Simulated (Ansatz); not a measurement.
System: HgCl, charge 0, doublet. HgCl (parent SMILES [Cl][Hg], doublet).
B3LYP-D3(BJ)/def2-TZVP minimum from Ansatz (a first-principles code):
```
Hg
Cl 1 2.4583
```
Charge 0, spin multiplicity 2.

Atomisation energy term by term, kcal/mol (programs: Ansatz). UHF or UKS for unpaired electrons; spin-orbit terms are left out. Correlated methods leave the cores frozen (noble-gas shells, and filled d and f shells in the p block). Past Kr the def2 sets carry scalar-relativistic core potentials. CBS(X,Y): correlation extrapolated as X^-3, Hartree-Fock from the larger set. A bracket is a step between two methods taken in the basis named. The spin of ClHg (parent SMILES [Cl][Hg], doublet) was assumed, and the state is the lowest solution found for it.

```tsv
term	basis	kcal/mol
Hartree-Fock	def2-QZVPP	15.03
CCSD correlation	CBS(def2-TZVPP,def2-QZVPP)	6.53
(T)	CBS(def2-TZVPP,def2-QZVPP)	1.76
CCSDT(Q) - CCSD(T)	def2-TZVPP	0.29
sum: De		23.6
```

The step beyond CCSD(T) by other levels: CCSDT(Q) in def2-SVP 0.24 kcal/mol.
